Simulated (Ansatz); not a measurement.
`N[SiH](F)P` + `CB(S)O[SiH3]` → `C[SiH](F)P` + `NB(S)O[SiH3]`  (redistribution)

Gas-phase electronic energies from Ansatz, PBE0-D4/def2-TZVP geometries. CBS: MP2 limit from def2 TZ/QZ plus the TZ coupled-cluster correction, frozen cores. Functionals use def2-TZVPP. Each species was taken in one conformer, which may not be the lowest.

```csv
species,r2SCANh energy (Eh)
`N[SiH](F)P`,-788.51044
`CB(S)O[SiH3]`,-830.13766
`C[SiH](F)P`,-772.43693
`NB(S)O[SiH3]`,-846.22233
```

Task: Work out ΔE.

Result: ΔE = (-772.43693) + (-846.22233) − (-788.51044) − (-830.13766) = -0.01116 Eh = -29.3 kJ/mol. CCSD(T)/CBS gives -26.8 kJ/mol.

Largest T1 diagnostic among the species: 0.012.

Leaving LDA and LC-ωPBE aside and taking each functional with its dispersion term where it has one, the values, not all of them listed here, spread over 3.1 kJ/mol, from HSE06-D4 to B97M-V. At CCSD(T), def2-SVP lies −10.8 kJ/mol from the extrapolated value and def2-TZVPP −1.2 kJ/mol.
